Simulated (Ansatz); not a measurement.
The cluster Cu₂F₂, relaxed as a singlet with RKS PBE-D4/def2-SVP in Ansatz, starting from the GFN2-xTB geometry. Force threshold 0.02 eV/Å.

No other spin state of charge 0 was run. Another isomer (singlet) lies 0.23 eV lower at PBE-D4/def2-TZVP; other spin states weren't run for this one.

Start:

```xyz
4

Cu    0.2966    0.7218   -1.0411
Cu   -0.2984   -0.7240    1.0424
F     1.3382   -0.6360   -0.0667
F    -1.3365    0.6383    0.0654
```

(1) Estimate the energy that the relaxation releases and the steps that it takes.

(2) Does the start keep its bonding and symmetry?

(3) Predict the relaxed structure.

Answers

(1) 3.9 kcal/mol, in 5 steps; 5 s on 4 threads of Arm Neoverse V2 on a shared host. No frequencies were taken in this run, so the end may be a saddle point.

(2) By distances, no bond broke or formed. The bond that changes most is Cu2–F3, from 1.98 to 1.97 Å (atoms count from 1). Point group D2h at the start, D2h at the end, both within 0.05 Å.

(3) 
Cartesian coordinates in Å:
```
Cu 0.260 0.638 -0.918
Cu -0.260 -0.638 0.918
F 1.445 -0.690 -0.069
F -1.445 0.690 0.070
```
Bond lengths (bridged metal pairs left out): 4 × Cu–F 1.97 Å.
